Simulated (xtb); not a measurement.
A run for xtb: GFN2-xTB on C2H4N2 (a complex), monomers drawn apart or pushed together.

```
$ xtb mol.xyz --gfn 2 --sp --chrg 0 --uhf 0
8

C     -0.14217367     0.73372972    -0.10529668
C      0.30826340    -0.51102443    -0.14968332
H      0.36212425     1.54138089    -0.62195466
H     -1.03482625     0.99602204     0.44960516
H     -0.19744383    -1.31709268     0.36769379
H      1.20052187    -0.77484138    -0.70456579
N      0.11072029    -0.18450072     4.40741716
N     -0.70096493    -0.61220270     3.81755005
```

The head of its log:

```
[...]
           -------------------------------------------------
          |                Calculation Setup                |
           -------------------------------------------------



molecular fragmentation (1/2 indicates fragments):
11111122
# atoms in fragment 1/2:     6     2
 fragment masses (1/2) :       28.05       28.01
CMA distance (Bohr)    :   8.102
constraining FC (au)   :  0.0500

           -------------------------------------------------
          |                 G F N 2 - x T B                 |
           -------------------------------------------------

        Reference                      10.1021/acs.jctc.8b01176
      * Hamiltonian:
        H0-scaling (s, p, d)           1.850000    2.230000    2.230000
        zeta-weighting                 0.500000
      * Dispersion:
        s8                             2.700000
        a1                             0.520000
        a2                             5.000000
        s9                             5.000000
      * Repulsion:
        kExp                           1.500000    1.000000
        rExp                           1.000000
      * Coulomb:
        alpha                          2.000000
        third order                    shell-resolved
        anisotropic                    true
        a3                             3.000000
        a5                             4.000000
        cn-shift                       1.200000
        cn-exp                         4.000000
        max-rad                        5.000000


          ...................................................
          :                      SETUP                      :
          :.................................................:
          :  # basis functions                  20          :
          :  # atomic orbitals                  20          :
          :  # shells                           12          :
          :  # electrons                        22          :
          :  max. iterations                   250          :
          :  Hamiltonian                  GFN2-xTB          :
          :  restarted?                      false          :
          :  GBSA solvation                  false          :
          :  PC potential                    false          :
          :  electronic temp.          300.0000000     K    :
          :  accuracy                    1.0000000          :
          :  -> integral cutoff          0.2500000E+02      :
          :  -> integral neglect         0.1000000E-07      :
          :  -> SCF convergence          0.1000000E-05 Eh   :
          :  -> wf. convergence          0.1000000E-03 e    :
          :  Broyden damping             0.4000000          :
          :  net charge                          0          :
          :  unpaired electrons                  0          :
          ...................................................

 iter      E             dE          RMSdq      gap      omega  full diag
   1    -12.2437410 -0.122437E+02  0.532E+00    3.39       0.0  T
   2    -12.2477843 -0.404327E-02  0.309E+00    4.43       1.0  T
```

What total energy does the run end on?

-12.0356 hartree.
